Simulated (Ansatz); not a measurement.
Consider the ligand exchange at a B–S bond: `CSB(F)[SiH3]` + HBr → `FB([SiH3])Br` + CH₃SH.

Calculated with Ansatz (gas phase, PBE0-D4/def2-TZVP geometries, no zero-point term in ΔE). CCSD(T)/CBS is the MP2 limit (def2-TZVPP, def2-QZVPP) plus CCSD(T) − MP2 in def2-TZVPP, frozen cores. This one scheme is used for every species. DFT in def2-TZVPP. B3LYP here is the variant with VWN-RPA as its local correlation; programs differ in this. For Br outer-core shells are correlated without core-valence functions, which leaves a few kJ/mol of doubt a bond. Scalar relativity is left out up to krypton. One conformer a species, not always the lowest.

Task: Is it downhill or uphill in electronic energy at CCSD(T)/CBS, and by how much? (An estimate is asked.)

Result: Ansatz gave: Downhill: ΔE = -3.1 kJ/mol.

Task: What do these levels give: PBE0-D4, B2PLYP, PBE0, B3LYP, SCS-MP2/def2-QZVPP, MP2/CBS(def2)? (An estimate is asked.)

Result: Ansatz gave: PBE0-D4 1.9, B2PLYP -4.7, PBE0 -2.1, B3LYP -6.3, SCS-MP2/def2-QZVPP -5.9, MP2/CBS(def2) -4.0 kJ/mol.

Largest T1 diagnostic among the species: 0.014.

In def2-TZVPP, CCSD(T) changes the Hartree–Fock value by +15.3 kJ/mol (the triples alone add +3.0 kJ/mol) and MP2 by +14.4 kJ/mol. The D4 term adds +6.9 kJ/mol with B3LYP and +4.0 kJ/mol with PBE0; it sums over pairs of atoms, weighted by their polarisabilities, and B3LYP, whose exchange is more repulsive, gets the larger term.
